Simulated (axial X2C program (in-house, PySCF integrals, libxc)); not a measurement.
# Low determinants of TiSi⁺ at the PBE0 level, two-component

Computed with an in-house all-electron X2C program for linear molecules (integrals from PySCF). Two-component (2c) means X2C with spin–orbit coupling and atomic mean-field two-electron Coulomb and Gaunt terms. Basis: Ti dyall-cv3z [10s10p6d4f2g], Si dyall-v3z [8s7p2d1f] (cores contracted in-house); Gaussian nuclei, density fitting, unrestricted open shells. Masses: Ti 47.948 u, Si 27.977 u.

Search at 2.424 Å (vertical energies from the lowest determinant):

| ΔE (eV) | state | electrons beyond evenly filled partner blocks | electrons in ±ω = 1/2, 3/2, 5/2, 7/2 |
| --- | --- | --- | --- |
| 0.00 | Ω = 1/2 | ω = 1/2 | 27 8 0 0 |
| 0.03 | Ω = 9/2 | ω = 1/2, ω = 3/2, ω = 5/2 | 27 7 1 0 |
| 0.23 | Ω = 7/2 | ω = -1/2, ω = 3/2, ω = 5/2 | 27 7 1 0 |
| 0.47 | Ω = 5/2 | ω = 5/2 | 26 8 1 0 |
| 0.63 | Ω = 11/2 | 2 × ω = 3/2, ω = 5/2 | 26 8 1 0 |
| 0.96 | Ω = 1/2 | 2 × ω = -1/2, ω = 3/2 | 28 7 0 0 |
| 1.01 | Ω = 3/2 | ω = 3/2 | 26 9 0 0 |

Lowest determinant, Ω = 1/2 (⟨Sz⟩ = 2.50, ⟨Lz⟩ = -2.00 at PBE0): Re = 2.418 Å, ωe = 362.2 cm⁻¹.

The determinant in row 2 of the search, Ω = 9/2 (⟨Sz⟩ = 2.50, ⟨Lz⟩ = 2.00 at PBE0), was followed along the bond at PBE0; measured from the minimum of the lowest determinant it gives:

Te = 0.027 eV (214 cm⁻¹), Re = 2.418 Å, ωe = 362.0 cm⁻¹.

Compare the bond of the determinant in row 2 with that of the lowest one.

At PBE0 its Re is the same within 0.001 Å and its force constant, which goes as ωe², is 1.00 times that of the lowest determinant. T0 ≈ Te + Δωe/2 = 214 + (0) = 214 cm⁻¹.

The search compares states at one distance, so a state with another bond length can lie lower; it is not exhaustive and yields mostly the lowest determinant of each block pattern, so other components and higher states of one pattern are missing. These are energies of single determinants, not of spin-adapted states; PBE0 term energies can be off by some tenths of an eV, and the functional has no current term. The lowest determinant need not be the ground state where others lie within half an eV.
